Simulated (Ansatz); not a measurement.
`FB[SiH2][SiH3]` + `[OH][Sc]([F])[F]` → `[F][Sc]([F])[O][SiH3]` + `FB[SiH3]`  (cleavage of the Si–Si bond)

Computed with Ansatz on PBE0-D4/def2-TZVP structures; ΔE is electronic, products minus reactants. CCSD(T)/CBS adds triple-zeta CCSD(T) − MP2 to the extrapolated MP2 energy (def2 sets, frozen cores). DFT in def2-TZVPP. HSE06 is defined as in plane-wave codes. For Sc outer-core shells are correlated without core-valence functions, which leaves a few kJ/mol of doubt a bond. Scalar relativity is left out up to krypton. One conformer a species, not always the lowest.

```json
{"level": "PBE0-D4", "ΔE (kJ/mol)": "-81.7"}
{"level": "r2SCAN", "ΔE (kJ/mol)": "-92.7"}
{"level": "HSE06", "ΔE (kJ/mol)": "-83.2"}
{"level": "MP2/def2-SVP", "ΔE (kJ/mol)": "-108.6"}
```

(1) What does CCSD(T)/CBS give? (Best estimate.)

Largest T1 diagnostic among the species: 0.017.

## Answers

(1) Ansatz gave: -102.9 kJ/mol. The listed levels differ from it by 21.2, 10.2, 19.7, -5.7 kJ/mol.

In def2-TZVPP, CCSD(T) changes the Hartree–Fock value by +28.5 kJ/mol (the triples alone add +3.7 kJ/mol) and MP2 by +23.3 kJ/mol. From PBE to PBE0 (25 % exact exchange), in def2-TZVPP and without D4, ΔE moves by −8.0 kJ/mol.
